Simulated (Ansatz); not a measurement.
A nudged elastic band was laid between two geometries of CHFSSi (5 atoms, charge 0, multiplicity 1).

Computed with Ansatz, RKS PBE-D4/cc-pVDZ.

```
movable images  : 5
climbing image  : yes
spring          : 5.0 eV/Å²
optimiser       : lbfgs
start path      : through a guess of the saddle point
force threshold : 0.03 eV/Å
iteration limit : 60
end points      : relaxed
largest step    : 0.5 Å
```

First end point:

```xyz
5
Properties=species:S:1:pos:R:3
F -0.363 -1.704 1.474
Si -0.169 -0.567 0.300
C 0.656 0.979 0.045
S -1.486 0.263 -0.999
H 1.362 1.029 -0.820
```

Last end point:

```xyz
5
Properties=species:S:1:pos:R:3
F -0.358 -1.967 1.143
Si -0.070 -0.350 0.917
C 0.077 1.417 0.775
S -0.439 0.529 -1.111
H 0.791 0.372 -1.722
```

(1) What changes between the two ends?

(2) What energy profile does the band end with?

(3) What is the geometry of the highest image?

The band took 39 iterations and about 5 core-minutes.

Results:

(1) Bonds broken: C3–H5. Bonds formed: S4–H5.

(2) The run converged. The highest image is number 3 of 0 to 6, 49.7 kcal/mol above the first end and 14.7 kcal/mol above the last; the last end lies 35.0 kcal/mol above the first. Another band between the same ends (5 images) ends at a top of the same energy, where a vibrational analysis finds 1 clearly imaginary mode. The orbitals stay closed-shell, which can raise the energy where a bond breaks towards radicals; this wasn't checked here.

```json
{"image": "0", "path coordinate (Å)": "0.00", "energy (kcal/mol)": "0.0", "C3–H5 (Å)": "1.12", "S4–H5 (Å)": "2.95"}
{"image": "1", "path coordinate (Å)": "0.48", "energy (kcal/mol)": "8.0", "C3–H5 (Å)": "1.12", "S4–H5 (Å)": "2.41"}
{"image": "2", "path coordinate (Å)": "0.96", "energy (kcal/mol)": "33.5", "C3–H5 (Å)": "1.28", "S4–H5 (Å)": "1.86"}
{"image": "3", "path coordinate (Å)": "1.45", "energy (kcal/mol)": "49.7", "C3–H5 (Å)": "1.82", "S4–H5 (Å)": "1.43"}
{"image": "4", "path coordinate (Å)": "1.86", "energy (kcal/mol)": "46.4", "C3–H5 (Å)": "2.25", "S4–H5 (Å)": "1.36"}
{"image": "5", "path coordinate (Å)": "2.26", "energy (kcal/mol)": "39.1", "C3–H5 (Å)": "2.55", "S4–H5 (Å)": "1.36"}
{"image": "6", "path coordinate (Å)": "2.66", "energy (kcal/mol)": "35.0", "C3–H5 (Å)": "2.80", "S4–H5 (Å)": "1.38"}
```

(3) 
```xyz
5
Properties=species:S:1:pos:R:3
F -0.622 -1.791 1.305
Si 0.050 -0.465 0.587
C 0.911 1.097 0.552
S -0.840 0.326 -1.244
H 0.501 0.833 -1.201
```

Time of the run: 5.2 min on 1 thread of Arm Neoverse V1, on a shared host, peak memory 0.13 GiB.
